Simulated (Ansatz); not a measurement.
`BC1=CC1` → `CB1C=C1`  (isomerisation)

Gas-phase electronic energies from Ansatz, PBE0-D4/def2-TZVP geometries. CCSD(T)/CBS is the MP2 limit (def2-TZVPP, def2-QZVPP) plus CCSD(T) − MP2 in def2-TZVPP, frozen cores. DFT in def2-TZVPP. HSE06 is defined as in plane-wave codes.

Question: Is it downhill or uphill in electronic energy at CCSD(T)/CBS, and by how much? (An estimate is asked.)

Answer: The calculation gave: Downhill: ΔE = -151.5 kJ/mol.

Question: What do these levels give: PBE0-D4, BHLYP-D4, r2SCANh, HSE06, BHLYP, CAM-B3LYP? (An estimate is asked.)

Answer: The calculation gave: PBE0-D4 -155.1, BHLYP-D4 -174.5, r2SCANh -155.3, HSE06 -155.8, BHLYP -175.9, CAM-B3LYP -166.4 kJ/mol.

Question: What do rigid-rotor, harmonic-oscillator terms from PBE0-D4/def2-TZVP frequencies (298.15 K, 1 bar) make of the CCSD(T)/CBS value? (Best estimate.)

Answer: Ansatz gave: ΔZPE = +5.5 kJ/mol, ΔH = -144.3 kJ/mol, ΔS = 23 J/(mol·K), ΔG = -151.1 kJ/mol. Modes under 50 cm⁻¹ make the entropy rough.

Largest T1 diagnostic among the species: 0.011.

From PBE to PBE0 (25 % exact exchange), in def2-TZVPP and without D4, ΔE moves by −12.4 kJ/mol. In def2-TZVPP, CCSD(T) changes the Hartree–Fock value by +45.4 kJ/mol (the triples alone add +8.7 kJ/mol) and MP2 by +49.6 kJ/mol.
